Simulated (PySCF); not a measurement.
# State search for SrB⁺

Unrestricted PBE0; basis Sr def2-SVP with ECP28, B def2-SVP; scalar-relativistic core potentials; PySCF 2.14. Outer shells of the fragments: Sr+ 5s1; B 2s2 2p1.

Followed along the bond (rough minima from three points):

```tsv
2Ms+1	unpaired	⟨S²⟩ at the start	R at minimum (Å)	Te (eV)
3	σ ↑, π ↑	2.00	2.63	0.00
3	π ↑↑	2.01	2.38	0.26
1	σ ↑, π ↓	1.01	2.63	0.28
1	none	0.00	3.06	0.45
1	π ↑↓	1.00	2.39	0.50
```

Solutions found at the starting distance of 2.625 Å, counted from the lowest of them; the search is not exhaustive and high or unbound solutions are not listed, so other states can lie among these:

| 2Ms+1 | unpaired | term | E (eV) | ⟨S²⟩ | ⟨Lz²⟩ | μ (D) |
| --- | --- | --- | --- | --- | --- | --- |
| 3 | σ ↑, π ↑ | ³Π | 0.00 | 2.00 | 1.00 | -4.97 |
| 1 | σ ↑, π ↓ | mixed | 0.28 | 1.01 | 1.00 | -4.90 |
| 3 | π ↑↑ | ³Σ⁻ | 0.46 | 2.01 | 0.00 | -5.61 |
| 1 | π ↑↓ | mixed | 0.68 | 1.00 | 2.01 | -5.47 |
| 1 | none | ¹Σ⁺ | 0.80 | 0.00 | 0.00 | -3.34 |
| 3 | σ ↑↑ | ³Σ⁺ | 1.23 | 2.00 | 0.00 | 1.71 |
| 1 | none | mixed | 1.44 | 0.00 | 2.00 | -4.89 |
| 3 | σ ↑, δ ↑ | ³Δ | 2.58 | 2.00 | 4.00 | 0.77 |
| 1 | σ ↑, δ ↓ | mixed | 2.59 | 1.00 | 4.00 | 0.74 |
| 3 | σ ↑↑, π ↑↓ | mixed | 4.42 | 3.00 | 2.00 | -5.44 |
| 3 | σ ↑↑↑, π ↓ | mixed | 6.36 | 3.00 | 1.01 | 1.07 |

A term symbol is given only where ⟨S²⟩ and ⟨Lz²⟩ are close to those of a pure state; real π, δ and φ orbitals otherwise mix terms. A positive dipole points towards B; it is taken about the centre of mass and depends on that origin.

Problem. Compare the gap between the two lowest followed solutions at the starting distance with the gap between their minima.

Solution. At PBE0 the second solution (triplet, unpaired electrons π ↑↑) lies +0.46 eV from the first (triplet, unpaired electrons σ ↑, π ↑) at 2.625 Å and +0.26 eV at the minima; the two curves relax by different amounts, since their minima lie near 2.38 and 2.63 Å.

Spin–orbit coupling is left out. Counting both spins, an empty level lies below a filled one in some of these solutions, because spin and occupation are held.
